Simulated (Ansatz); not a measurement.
Born–Oppenheimer molecular dynamics of C₃H₈SSi (13 atoms, charge 0, multiplicity 1). It starts from a relaxed structure.

All numbers below come from Ansatz 0.2.0, RKS PBE0-D4/STO-3G.

```json
{"ensemble": "NVT, Langevin thermostat", "time step": "0.5 fs", "steps asked": "245", "set temperature": "300 K", "friction": "0.001 /fs", "seed": "774125"}
```

Frames 5 fs apart, positions in Å, forces in eV/Å.

Velocities at 20.0 fs (Å/ps):

```
C -0.59 0.40 -2.37
Si -1.62 -0.37 -3.69
C -8.64 3.49 0.84
C 7.60 -1.28 7.01
S 2.98 1.81 1.34
H -9.32 -19.21 2.95
H -10.61 -2.67 3.41
H 15.06 -6.77 13.73
H 1.35 -4.06 -17.61
H 3.27 -2.16 10.86
H -4.59 -3.78 -1.83
H 2.09 -28.82 -22.71
H -17.01 -4.29 8.66
```

```xyz
13
Properties=species:S:1:pos:R:3:forces:R:3 time_fs=20.0 energy_less_start_eV=0.112 T=205
C -1.403 -0.838 -0.734 0.29 0.15 0.15
Si -0.222 0.055 0.429 0.47 0.46 -0.11
C 1.450 -0.816 0.311 -1.51 -0.38 -0.31
C 0.070 1.924 0.089 -0.19 -0.31 0.24
S -0.401 3.206 0.965 0.10 -0.65 -0.33
H -2.410 -0.416 -0.743 -0.04 0.16 0.00
H -1.495 -1.893 -0.444 0.10 0.14 0.00
H -1.001 -0.804 -1.746 -0.11 -0.06 -0.23
H -0.711 -0.074 1.763 -0.23 -0.02 0.48
H 1.845 -0.651 -0.683 0.37 -0.12 -0.41
H 1.293 -1.899 0.460 0.30 0.42 -0.05
H 2.159 -0.447 1.028 0.54 0.22 0.62
H 0.723 2.088 -0.793 -0.08 0.01 -0.04
13
Properties=species:S:1:pos:R:3:forces:R:3 time_fs=25.0 energy_less_start_eV=0.257 T=127
C -1.405 -0.839 -0.739 0.12 -0.03 -0.29
Si -0.228 0.056 0.411 -0.38 0.72 1.38
C 1.397 -0.806 0.309 2.57 -0.05 -0.20
C 0.101 1.915 0.129 -0.64 0.01 -0.44
S -0.385 3.213 0.971 0.20 -0.71 -0.13
H -2.439 -0.469 -0.747 0.39 0.47 -0.32
H -1.516 -1.883 -0.436 0.41 -0.13 0.16
H -0.945 -0.842 -1.741 -0.67 0.05 0.03
H -0.737 -0.103 1.762 0.02 0.08 -0.14
H 1.880 -0.667 -0.680 -0.49 -0.08 0.30
H 1.288 -1.877 0.437 -0.27 -0.51 -0.04
H 2.222 -0.532 1.026 -1.38 0.19 -0.43
H 0.672 2.082 -0.809 0.11 0.00 0.12
13
Properties=species:S:1:pos:R:3:forces:R:3 time_fs=30.0 energy_less_start_eV=0.228 T=152
C -1.402 -0.843 -0.740 0.07 -0.05 -0.29
Si -0.236 0.060 0.403 -0.64 0.49 1.65
C 1.374 -0.806 0.298 0.02 -2.04 -0.76
C 0.119 1.904 0.159 -0.74 0.22 -0.87
S -0.363 3.217 0.976 0.18 -0.62 0.05
H -2.409 -0.429 -0.811 -0.11 0.05 0.27
H -1.462 -1.886 -0.398 -0.16 0.25 0.04
H -1.015 -0.881 -1.753 0.20 0.04 -0.39
H -0.762 -0.125 1.756 0.14 0.12 -0.40
H 1.839 -0.680 -0.671 0.20 0.24 -0.49
H 1.244 -1.904 0.403 -0.12 0.60 0.01
H 2.098 -0.538 1.028 0.74 0.66 1.01
H 0.656 2.064 -0.801 0.22 0.02 0.17
13
Properties=species:S:1:pos:R:3:forces:R:3 time_fs=35.0 energy_less_start_eV=0.305 T=107
C -1.400 -0.848 -0.746 0.01 0.77 -1.20
Si -0.247 0.069 0.403 0.03 0.07 -0.24
C 1.364 -0.832 0.281 0.89 1.51 0.61
C 0.121 1.895 0.170 -0.39 0.40 -0.99
S -0.338 3.216 0.979 0.03 -0.45 0.19
H -2.388 -0.381 -0.819 -0.18 -0.36 0.47
H -1.445 -1.862 -0.344 -0.48 -0.10 -0.07
H -1.073 -0.918 -1.803 0.31 0.02 0.67
H -0.779 -0.122 1.699 -0.32 -0.06 0.85
H 1.825 -0.642 -0.708 0.08 -0.14 0.68
H 1.179 -1.888 0.387 0.24 -0.73 0.19
H 2.011 -0.442 1.122 -0.35 -0.87 -1.30
H 0.702 2.053 -0.765 0.14 -0.05 0.15
13
Properties=species:S:1:pos:R:3:forces:R:3 time_fs=40.0 energy_less_start_eV=0.286 T=128
C -1.397 -0.842 -0.766 -0.86 0.17 1.46
Si -0.259 0.078 0.405 -0.47 -0.82 0.95
C 1.361 -0.843 0.273 -1.69 -0.53 0.09
C 0.113 1.893 0.162 0.17 0.37 -0.76
S -0.311 3.212 0.985 -0.17 -0.25 0.19
H -2.397 -0.399 -0.738 -0.02 0.06 -0.41
H -1.522 -1.842 -0.319 0.18 0.16 -0.33
H -1.055 -0.951 -1.780 0.26 0.07 -0.70
H -0.837 -0.113 1.760 0.41 0.15 -0.84
H 1.847 -0.621 -0.659 0.40 -0.14 -0.70
H 1.180 -1.929 0.400 0.39 0.63 -0.21
H 1.956 -0.477 1.064 1.42 0.17 1.23
H 0.789 2.035 -0.709 -0.03 -0.05 0.03
13
Properties=species:S:1:pos:R:3:forces:R:3 time_fs=45.0 energy_less_start_eV=0.278 T=130
C -1.405 -0.833 -0.769 -0.29 0.11 -0.01
Si -0.272 0.082 0.411 0.32 -0.59 -0.66
C 1.346 -0.849 0.273 2.30 1.15 1.02
C 0.108 1.896 0.138 0.66 0.04 -0.29
S -0.284 3.204 0.991 -0.31 -0.11 0.08
H -2.414 -0.408 -0.742 0.09 0.30 -0.65
H -1.558 -1.825 -0.343 0.33 -0.35 -0.03
H -1.008 -0.961 -1.800 -0.49 0.35 0.69
H -0.832 -0.080 1.706 -0.22 -0.06 0.68
H 1.904 -0.640 -0.668 -0.68 -0.13 0.45
H 1.246 -1.926 0.364 -0.32 -0.39 -0.08
H 2.077 -0.547 1.095 -1.15 -0.36 -1.06
H 0.883 2.009 -0.650 -0.23 0.04 -0.13
13
Properties=species:S:1:pos:R:3:forces:R:3 time_fs=50.0 energy_less_start_eV=0.244 T=144
C -1.419 -0.824 -0.765 -0.59 0.16 0.30
Si -0.285 0.079 0.413 0.37 -0.36 0.28
C 1.358 -0.847 0.286 -1.10 -1.41 -0.77
C 0.115 1.899 0.108 0.53 -0.23 0.32
S -0.261 3.194 0.996 -0.26 -0.18 -0.16
H -2.414 -0.369 -0.875 0.14 -0.18 0.31
H -1.520 -1.851 -0.391 -0.26 0.16 0.00
H -1.026 -0.909 -1.762 0.55 0.07 -0.71
H -0.855 -0.057 1.745 0.14 0.04 -0.17
H 1.856 -0.662 -0.655 0.12 0.43 -0.60
H 1.252 -1.952 0.309 -0.45 0.63 0.09
H 2.064 -0.637 1.041 1.00 0.74 1.43
H 0.926 1.991 -0.640 -0.20 0.13 -0.31
13
Properties=species:S:1:pos:R:3:forces:R:3 time_fs=55.0 energy_less_start_eV=0.268 T=138
C -1.440 -0.816 -0.763 1.16 0.15 -1.61
Si -0.298 0.071 0.418 0.57 0.14 0.90
C 1.365 -0.858 0.298 0.18 0.99 0.22
C 0.132 1.898 0.084 0.30 -0.23 0.42
S -0.240 3.182 1.000 -0.07 -0.39 -0.39
H -2.406 -0.359 -0.949 -0.52 0.00 0.55
H -1.520 -1.859 -0.437 -0.40 0.14 -0.06
H -0.969 -0.829 -1.778 -0.18 -0.18 0.84
H -0.861 -0.032 1.774 0.26 0.07 -0.56
H 1.802 -0.603 -0.693 0.07 -0.12 0.74
H 1.168 -1.927 0.280 0.10 -0.36 0.19
H 2.105 -0.624 1.126 -1.05 -0.26 -1.22
H 0.917 2.001 -0.703 -0.41 0.05 -0.02
13
Properties=species:S:1:pos:R:3:forces:R:3 time_fs=60.0 energy_less_start_eV=0.256 T=137
C -1.446 -0.803 -0.782 -0.18 0.34 0.56
Si -0.306 0.065 0.429 1.24 0.39 -0.71
C 1.361 -0.855 0.308 -2.76 -0.22 -0.69
C 0.151 1.890 0.068 -0.42 -0.11 0.54
S -0.219 3.168 1.001 0.12 -0.53 -0.48
H -2.450 -0.368 -0.904 0.42 0.12 0.00
H -1.589 -1.849 -0.490 0.14 0.00 0.04
H -0.912 -0.784 -1.718 -0.11 -0.17 -0.91
H -0.836 0.003 1.730 -0.41 -0.06 1.02
H 1.788 -0.550 -0.634 0.54 -0.19 -0.57
H 1.120 -1.929 0.297 0.58 0.24 -0.03
H 2.029 -0.615 1.091 1.00 0.23 1.24
H 0.834 2.023 -0.797 -0.16 -0.04 0.00
13
Properties=species:S:1:pos:R:3:forces:R:3 time_fs=65.0 energy_less_start_eV=0.201 T=179
C -1.450 -0.786 -0.798 0.61 -0.12 -0.14
Si -0.305 0.061 0.437 0.01 0.43 0.78
C 1.323 -0.844 0.313 1.61 0.19 0.61
C 0.163 1.879 0.065 -0.83 -0.29 0.01
S -0.198 3.150 1.000 0.22 -0.24 -0.25
H -2.441 -0.342 -0.857 -0.05 0.42 -0.33
H -1.633 -1.838 -0.530 0.39 0.20 0.05
H -0.925 -0.771 -1.780 -0.78 0.00 0.44
H -0.860 0.028 1.816 0.34 -0.09 -0.95
H 1.863 -0.556 -0.620 -0.51 -0.30 0.58
H 1.188 -1.932 0.309 0.04 0.09 -0.06
H 2.036 -0.602 1.160 -1.03 -0.25 -0.96
H 0.701 2.023 -0.899 -0.01 -0.04 0.24
13
Properties=species:S:1:pos:R:3:forces:R:3 time_fs=70.0 energy_less_start_eV=0.209 T=168
C -1.448 -0.765 -0.813 -0.61 0.85 0.52
Si -0.302 0.062 0.449 0.21 0.28 -1.42
C 1.300 -0.833 0.327 0.26 -1.33 -0.07
C 0.159 1.862 0.063 -1.01 -0.35 -0.33
S -0.175 3.131 0.997 0.22 0.13 0.05
H -2.421 -0.249 -0.870 0.18 -0.36 0.23
H -1.607 -1.813 -0.542 -0.13 0.02 0.09
H -1.066 -0.752 -1.826 0.55 0.05 -0.32
H -0.837 0.021 1.767 -0.29 -0.17 0.50
H 1.874 -0.601 -0.552 0.14 0.57 -0.77
H 1.242 -1.924 0.314 -0.51 -0.11 0.12
H 1.928 -0.604 1.153 0.83 0.44 1.14
H 0.577 2.009 -0.958 0.17 -0.02 0.25
13
Properties=species:S:1:pos:R:3:forces:R:3 time_fs=75.0 energy_less_start_eV=0.191 T=188
C -1.454 -0.731 -0.821 0.10 0.45 -0.19
Si -0.298 0.066 0.451 -0.46 -0.36 -0.79
C 1.294 -0.842 0.344 1.75 -0.17 0.96
C 0.136 1.838 0.053 -0.88 0.14 -0.26
S -0.152 3.112 0.993 0.20 0.25 0.12
H -2.408 -0.203 -0.840 -0.38 -0.19 0.22
H -1.609 -1.781 -0.538 -0.20 0.17 -0.08
H -1.115 -0.714 -1.875 0.37 0.02 0.68
H -0.857 -0.034 1.787 -0.02 0.02 -0.21
H 1.867 -0.548 -0.563 -0.35 -0.24 0.61
H 1.188 -1.942 0.349 0.01 0.46 -0.01
H 1.901 -0.549 1.251 -0.38 -0.53 -1.19
H 0.495 1.983 -0.987 0.23 -0.01 0.14
```

Of the whole run (122 fs, mean temperature of the second half 175 K): The mean temperature of the second half is 42 % below the set value. A run of 0.12 ps of so small a system gives no equilibrium averages. Limits of this set-up: minimal basis.

Time of the run: 8.6 min on 1 thread of Arm Neoverse V1, on a shared host, peak memory 0.095 GiB.
